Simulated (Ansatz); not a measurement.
Reaction (redistribution): `N#[C][Al]([F])[F]` + `C[CH]1[AlH][GeH2]1` → `[CH3][Al]([F])[C]#N` + `F[CH]1[AlH][GeH2]1`

Calculated with Ansatz (gas phase, PBE0-D4/def2-TZVP geometries, no zero-point term in ΔE). CBS: MP2 limit from def2 TZ/QZ plus the TZ coupled-cluster correction, frozen cores. DFT in def2-TZVPP. B3LYP here is the variant with VWN-RPA as its local correlation; programs differ in this. For Ge outer-core shells are correlated without core-valence functions, which leaves a few kJ/mol of doubt a bond. Scalar relativity is left out up to krypton.

`N#[C][Al]([F])[F]`:

Cartesian coordinates in Å:
```
N 0.583 2.219 -0.643
C 0.301 1.146 -0.332
Al -0.165 -0.628 0.182
F -1.507 -0.873 1.068
F 0.788 -1.865 -0.275
```

`C[CH]1[AlH][GeH2]1`:

```xyz
11

C     0.799   -1.327    0.056
C     0.364    0.101    0.305
Al   -1.066    0.935    1.315
Ge   -0.750    1.190   -1.022
H    -0.053   -1.967   -0.189
H     1.506   -1.402   -0.777
H     1.282   -1.763    0.937
H     1.230    0.760    0.485
H    -1.795    1.019    2.720
H    -1.572    0.270   -1.948
H     0.053    2.184   -1.880
```

`[CH3][Al]([F])[C]#N`:

```xyz
8

C     0.900   -0.860    0.404
Al   -0.750    0.031   -0.020
F    -2.223   -0.630    0.276
C    -0.821    1.783   -0.831
N    -0.804    2.829   -1.315
H     0.962   -1.075    1.475
H     0.969   -1.820   -0.116
H     1.767   -0.258    0.126
```

`F[CH]1[AlH][GeH2]1`:

Cartesian coordinates in Å:
```
F -1.846 -0.537 1.016
C -0.938 -0.229 0.034
Al 0.519 -1.185 -0.828
Ge 0.716 0.953 0.256
H -1.447 0.331 -0.772
H 1.086 -2.593 -1.280
H 1.396 0.817 1.635
H 0.514 2.444 -0.063
```

```csv
level,ΔE (eV),difference from CCSD(T)/CBS
PBE0-D4,2.24,-0.21
B2PLYP,2.36,-0.09
r2SCAN,2.27,-0.18
PBE0,2.22,-0.23
B3LYP,2.21,-0.24
MP2/def2-TZVPP,2.60,0.15
MP2/def2-QZVPP,2.61,0.16
SCS-MP2/def2-QZVPP,2.56,0.11
HF/CBS(def2),2.45,0.00
CCSD/CBS(def2),2.47,0.02
CCSD(T)/CBS,2.45,0
```

Largest T1 diagnostic among the species: 0.014.

The D4 term adds +0.05 eV with B3LYP and +0.02 eV with PBE0; it sums over pairs of atoms, weighted by their polarisabilities, and B3LYP, whose exchange is more repulsive, gets the larger term. From PBE to PBE0 (25 % exact exchange), in def2-TZVPP and without D4, ΔE moves by +0.12 eV.
